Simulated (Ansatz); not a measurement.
Coupled-cluster run, CH$_{4}$ClFGeOSe, SMILES `C[O][Ge]([F])([Cl])[SeH]`.

```yaml
crystal:
  periodic: [false, false, false]
  atoms:
    - {symbol: C, position_ang: [-0.660643, -0.845553, -1.322829]}
    - {symbol: O, position_ang: [0.593919, -0.799385, -0.660562]}
    - {symbol: Ge, position_ang: [0.866128, 0.367569, 0.609950]}
    - {symbol: F, position_ang: [0.660238, 1.961893, -0.027654]}
    - {symbol: Cl, position_ang: [2.908229, 0.162959, 1.126123]}
    - {symbol: Se, position_ang: [-0.637381, 0.155148, 2.375196]}
    - {symbol: H, position_ang: [-1.494802, -0.908051, -0.615733]}
    - {symbol: H, position_ang: [-0.802728, 0.030001, -1.962731]}
    - {symbol: H, position_ang: [-0.661362, -1.742065, -1.943886]}
    - {symbol: H, position_ang: [-0.771608, 1.617485, 2.422136]}
basis:
  gaussian: {orbitals: def2-TZVPP}
correlation: {method: ccsd_t}
```

```sh
$ ansatz run in.yaml --threads 2 --pin off --events-out ev --progress --plain --max-ram 22528MiB --backend cuda --devices 0, --max-vram 18GiB
```

Log, shortened:

```
Functional definition: HF
1805 factors; integrals over basis functions are off by at most 9.7e-4 eV
mean field evaluation 1: about -140119.4811 eV, gradient 4.4e1 eV
mean field evaluation 2: about -140119.7706 eV, gradient 4.4e1 eV
mean field evaluation 4: about -140123.6783 eV, gradient 3.9e0 eV
mean field evaluation 8: about -140123.7461 eV, gradient 3.7e-1 eV
mean field evaluation 16: about -140123.7467 eV, gradient 2.4e-6 eV
mean field -140123.74671614 eV, -5149.4527125312 hartree, gradient 2.4e-6 eV, S^2 0.000000; 0 other end points of the search recorded, 0 dependent functions left out
26 core orbitals not correlated: weight in the atoms' cores, before any rotation towards them, 1.000 or more for the frozen orbitals, at most 0.000 for the correlated occupied ones
reference -140123.74671614 eV, -5149.4527125312 hartree; 29, 29 occupied and 232, 232 virtual orbitals, 1805 factors
second order -37.18744263 eV of doubles, -0.00000000 eV of singles
cycle   1  -36.88423628 eV  change    3.0e-1 eV  update   1.3e-1
cycle   2  -37.78868349 eV  change   -9.0e-1 eV  update   3.9e-2
cycle   3  -37.97110528 eV  change   -1.8e-1 eV  update   2.0e-2
cycle   4  -37.94962834 eV  change    2.1e-2 eV  update   4.6e-3
cycle   5  -37.94563665 eV  change    4.0e-3 eV  update   2.1e-3
cycle   6  -37.94714486 eV  change   -1.5e-3 eV  update   6.7e-4
cycle   7  -37.94677660 eV  change    3.7e-4 eV  update   2.7e-4
cycle   8  -37.94663002 eV  change    1.5e-4 eV  update   8.2e-5
cycle   9  -37.94668029 eV  change   -5.0e-5 eV  update   3.3e-5
perturbative correction -1.44710237 eV, -0.0531800311 hartree
Total energy: -140163.14049879 eV, -5150.9004073418 hartree
```

Hardware: 2 threads of an AMD EPYC 7R13 on a shared host and a share of an NVIDIA H100 80 GB. Wall time 7.5 s, peak host memory 0.89 GiB.

The correlation energy is -39.394 eV, 3.7 % of it from (T); the T1 diagnostic reads 0.0110.
